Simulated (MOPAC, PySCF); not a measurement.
CH$_{2}$N$_{2}$, SMILES `N=C=N`, neutral singlet in the gas phase. 

Cartesian coordinates (Å):
```xyz
5

N     -1.1904    -0.1279     0.2991
C     -0.0074    -0.1036    -0.0014
N      1.1607    -0.2886    -0.3044
H     -1.8292     0.5094    -0.1580
H      1.8828     0.2396     0.1673
```
Charge 0, multiplicity 1.

All levels are single points at this geometry (r2SCAN-D4/def2-TZVP); Pople sets use spherical d functions. Orbital energies aren't observables, and empty levels follow the basis.

| level | HOMO (eV) | LUMO (eV) | gap (eV) | dipole (D) | vertical IE, Delta-SCF (eV) |
|---|---|---|---|---|---|
| PBE-D3(BJ)/def2-TZVP in PySCF | -6.92 | -0.39 | 6.52 | 2.00 | 10.81 |
| r2SCAN-D4/def2-TZVP in PySCF | -7.21 | -0.08 | 7.13 | 2.05 | 10.78 |
| B3LYP/3-21G in PySCF | -7.20 | 1.11 | 8.31 | 2.40 | – |
| B3LYP/6-311+G** in PySCF | -8.12 | -0.32 | 7.80 | 2.20 | – |
| B3LYP/6-31G* in PySCF | -7.66 | 0.80 | 8.47 | 2.20 | 10.70 |
| BP86/6-31G* in PySCF | -6.63 | -0.08 | 6.56 | 2.14 | – |
| M06-2X/6-31G* in PySCF | -9.30 | 2.10 | 11.40 | 2.29 | – |
| SVWN5/6-31G* in PySCF | -6.63 | -0.13 | 6.50 | 2.19 | – |
| HF/3-21G in PySCF | -10.95 | 5.39 | 16.34 | 2.77 | – |
| HF/STO-3G in PySCF | -8.99 | 8.42 | 17.41 | 2.22 | – |
| PM3 in MOPAC | -9.99 | 0.94 | 10.93 | 2.06 | – |
| PM6 in MOPAC | -10.73 | 0.64 | 11.37 | 2.70 | – |
| PM7 in MOPAC | -10.94 | 0.55 | 11.49 | 2.82 | – |
